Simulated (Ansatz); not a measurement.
C$_{2}$H$_{7}$ClO$_{2}$Si (`CO[SiH](Cl)OC`). Charge 0, multiplicity 1. Geometry: relaxed with PBE0-D4/def2-TZVP. It is one conformer, not always the lowest.

```xyz
13

C    -0.830    0.208    2.124
O    -0.133   -0.175    0.958
Si   -0.740   -0.113   -0.548
Cl   -2.346   -1.360   -0.743
O     0.390   -0.634   -1.581
C     1.706   -0.123   -1.650
H    -0.123    0.212    2.955
H    -1.634   -0.499    2.348
H    -1.259    1.211    2.026
H    -1.204    1.259   -0.852
H     1.707    0.948   -1.883
H     2.238   -0.281   -0.708
H     2.229   -0.652   -2.447
```

(1) What is the dipole moment at PBE/def2-TZVPP? (Best estimate.)

(2) And with r2SCAN, B3LYP, ωB97M-V? (Estimate.)

(3) Give the Mulliken charges with PBE, r2SCAN, B3LYP in def2-TZVPP. (Estimate.)

Results:

(1) The calculation gave: 2.25 D, with components (1.21, 1.55, 1.11) D in this frame, pointing from negative to positive charge.

(2) Computed: r2SCAN 2.34 D, B3LYP 2.37 D, ωB97M-V 2.37 D.

(3) Ansatz gave: 
```csv
atom,PBE,r2SCAN,B3LYP
C1,-0.14,0.00,-0.13
O2,-0.29,-0.37,-0.36
Si3,0.57,0.69,0.69
Cl4,-0.22,-0.25,-0.25
O5,-0.29,-0.36,-0.36
C6,-0.15,0.00,-0.13
H7,0.11,0.07,0.11
H8,0.10,0.07,0.11
H9,0.09,0.06,0.10
H10,-0.10,-0.11,-0.10
H11,0.09,0.06,0.10
H12,0.11,0.07,0.11
H13,0.11,0.07,0.12
```

B3LYP here is the variant with VWN-RPA as its local correlation; programs differ in this.
